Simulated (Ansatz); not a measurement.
C$_{2}$H$_{3}$Cl$_{3}$Si (`C=C[Si](Cl)(Cl)Cl`), 9 atoms. The species carries charge 0 and has multiplicity 1. All runs use 4 threads of an Arm Neoverse V2 on a shared host. Correlated methods freeze the cores.

(1) Give the basis size and wall time and peak host memory of each of these runs in Ansatz. RKS B2PLYP (frozen core)/def2-TZVPP energy; RHF-MP2/def2-QZVPP energy; RKS PBE0-D4/def2-QZVPP energy; RKS PBE0-D4/def2-TZVP frequencies; RKS SPW92 (LDA)/def2-TZVPP energy; RKS PBE0-D4/def2-TZVP relaxation (7 steps); RKS B97M-V/def2-TZVPP energy; RKS BHLYP-D4/def2-TZVPP energy; direct RPA on PBE orbitals/def2-TZVPP energy; RHF-CCSD(T)/def2-SVP energy; RKS PBE0-D4/def2-SVP energy; RHF-CCSD(T)/def2-TZVPP energy. (An estimate is asked.)

Answers

(1) The calculation gave: Other jobs shared the machine, so times are rough.

```json
{"level": "RKS PBE0-D4/def2-SVP", "job": "energy", "functions": "115", "wall time": "1.2 s", "peak host memory (GiB)": "0.52"}
{"level": "RKS SPW92 (LDA)/def2-TZVPP", "job": "energy", "functions": "272", "wall time": "1.3 s", "peak host memory (GiB)": "0.45"}
{"level": "RKS BHLYP-D4/def2-TZVPP", "job": "energy", "functions": "272", "wall time": "4 s", "peak host memory (GiB)": "1"}
{"level": "RHF-CCSD(T)/def2-SVP", "job": "energy", "functions": "115", "wall time": "4.8 s", "peak host memory (GiB)": "0.52"}
{"level": "direct RPA on PBE orbitals/def2-TZVPP", "job": "energy", "functions": "272", "wall time": "5 s", "peak host memory (GiB)": "0.68"}
{"level": "RKS B2PLYP (frozen core)/def2-TZVPP", "job": "energy", "functions": "272", "wall time": "6 s", "peak host memory (GiB)": "0.8"}
{"level": "RKS B97M-V/def2-TZVPP", "job": "energy", "functions": "272", "wall time": "9.5 s", "peak host memory (GiB)": "0.55"}
{"level": "RKS PBE0-D4/def2-QZVPP", "job": "energy", "functions": "484", "wall time": "10 s", "peak host memory (GiB)": "2.5"}
{"level": "RHF-MP2/def2-QZVPP", "job": "energy", "functions": "484", "wall time": "20 s", "peak host memory (GiB)": "3"}
{"level": "RKS PBE0-D4/def2-TZVP", "job": "relaxation (7 steps)", "functions": "228", "wall time": "33 s", "peak host memory (GiB)": "0.8"}
{"level": "RKS PBE0-D4/def2-TZVP", "job": "frequencies", "functions": "228", "wall time": "2.8 min", "peak host memory (GiB)": "0.79"}
{"level": "RHF-CCSD(T)/def2-TZVPP", "job": "energy", "functions": "272", "wall time": "3.1 min", "peak host memory (GiB)": "6.6"}
```
